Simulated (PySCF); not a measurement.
SMILES Fc1ccccc1[SiH3] (C6H7FSi) (GFN2-xTB optimised geometry):

```
15

F     -1.592    -1.680     0.000
C     -0.955    -0.483     0.000
C     -1.718     0.667     0.001
C     -1.068     1.890     0.001
C      0.317     1.934     0.000
C      1.051     0.761     0.000
C      0.432    -0.483     0.000
Si     1.366    -2.126    -0.002
H     -2.795     0.599     0.001
H     -1.642     2.803     0.001
H      0.824     2.888     0.000
H      2.131     0.807     0.000
H      1.026    -2.856    -1.223
H      0.977    -2.888     1.184
H      2.795    -1.809     0.031
```

Level of theory: B3LYP/def2-TZVP in PySCF.

**Question.** What are the frontier orbital energies and the dipole moment?

**Answer.** HOMO-2 -8.94 eV, HOMO-1 -7.45 eV, HOMO -7.07 eV, LUMO -0.95 eV, LUMO+1 -0.54 eV; dipole moment 1.67 D.

Meta-Löwdin charges at B3LYP/def2-TZVP: F1 -0.28, C2 0.30, C3 -0.15, C4 -0.10, C5 -0.13, C6 -0.10, C7 -0.26, Si8 0.52, H9 0.13, H10 0.12, H11 0.12, H12 0.12, H13 -0.10, H14 -0.10, H15 -0.10.
